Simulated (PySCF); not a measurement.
CH₅MgNO (SMILES C[O][Mg][NH2]), singlet, geometry from GFN2-xTB (such geometries of metal compounds can be far from the true shape) (in this run its highest filled SCF level lies above zero, so its values depend strongly on the basis, on diffuse functions most of all), atoms displaced at random by about 0.03 Å a coordinate. Base run: TPSS/STO-3G, gradient (PySCF).

The PySCF input:
```python
from pyscf import gto, scf, dft

mol = gto.Mole()
mol.atom = '''
    Mg    0.90290835    0.11062155    0.07787225
    O    -0.41571692   -0.24757912   -0.94289153
    C    -1.69402035   -0.47546060   -1.27165288
    H    -2.33220406    0.38538037   -1.07815335
    H    -1.78442683   -0.68058898   -2.34093036
    H    -2.13063142   -1.33574686   -0.74362222
    N     1.10293674    0.58130091    1.93235292
    H     0.63237038   -0.16429035    2.41568047
    H     0.53465082    1.45797932    2.11915187
'''
mol.basis = 'sto-3g'
mol.verbose = 3
mol.build()

mf = dft.RKS(mol)
mf.xc = 'tpss'
mf.kernel()
g = mf.nuc_grad_method()
grad = g.kernel()
```

The coordinate followed is y of atom 9.

Variants of this job, named by their change:

```tsv
change	dE/dx (Eh/bohr)	net force (Eh/bohr)
base	0.005699	0.000171
grids.level = 5; grid_response = off	0.005699	0.000040
grids.level = 1; grid_response = off	0.005713	0.000448
grids.level = 1; grid_response = on	0.005769	0.000000
finite difference step (bohr) = 1e-3; conv_tol = 1e-11	0.005694	-
density fitting = on	0.005684	0.000171
grid_response = on	0.005694	0.000000
finite difference step (bohr) = 1e-5; conv_tol = 1e-11	0.005694	-
finite difference step (bohr) = 0.05; conv_tol = 1e-11	0.005426	-
conv_tol = 1e-11	0.005699	0.000171
conv_tol = 1e-6	0.005699	0.000171
finite difference step (bohr) = 0.2; conv_tol = 1e-11	0.001398	-
```

The net force is zero for an exact gradient.
